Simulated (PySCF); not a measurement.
Method: delta-SCF UKS SCAN, pcX-2 on the ionised atom, pcseg-1 elsewhere, spin-free X2C in PySCF. Geometries: GFN2-xTB; isolated species, one conformer each. Values against the vacuum level.

(1) Rank by computed C 1s binding energy, lowest first.
A. C5 in `[N:1]#[C:2][C@:3]1([F:4])[CH2:5][CH2:6][S:7]1`
B. C5 in `[N:1]#[C:2][c:3]1[cH:4][cH:5][n:6][nH:7]1`
C. C3 in `[CH:1]#[C:2][c:3]1[cH:4][n:5][n:6][nH:7]1`
D. C1 in `[CH3:1][C:2]([F:3])([F:4])[C:5]#[P:6]`
E. C4 in `[P:1]#[C:2][n:3]1[cH:4][cH:5][cH:6][cH:7]1`

(2) Order these sites by rising N 1s binding energy.
A. Nitrogen in `P#CN1C=CC=C1`
B. N7 in `[CH:1]#[C:2][c:3]1[cH:4][n:5][n:6][nH:7]1`
C. Nitrogen in `N#C[C@]1(F)CCS1`
D. N6 in `[N:1]#[C:2][c:3]1[cH:4][cH:5][n:6][nH:7]1`

## Answers

(1) E (290.89 eV), D (291.43 eV), B (291.68 eV), A (292.04 eV), C (292.71 eV).

From the lowest up, the atoms are bonded to: N (aromatic in the SMILES), C (aromatic in the SMILES) and H (290.89); C and 3 H (291.43); N (aromatic in the SMILES), C (aromatic in the SMILES) and H (291.68); 2 C and 2 H (292.04); N (aromatic in the SMILES), C (aromatic in the SMILES) and C (292.71).

(2) C (405.40 eV), D (405.96 eV), A (407.13 eV), B (407.63 eV).

The highest is bonded to N (aromatic in the SMILES), C (aromatic in the SMILES) and H, the lowest to C (triple bond); the range is 2.23 eV.
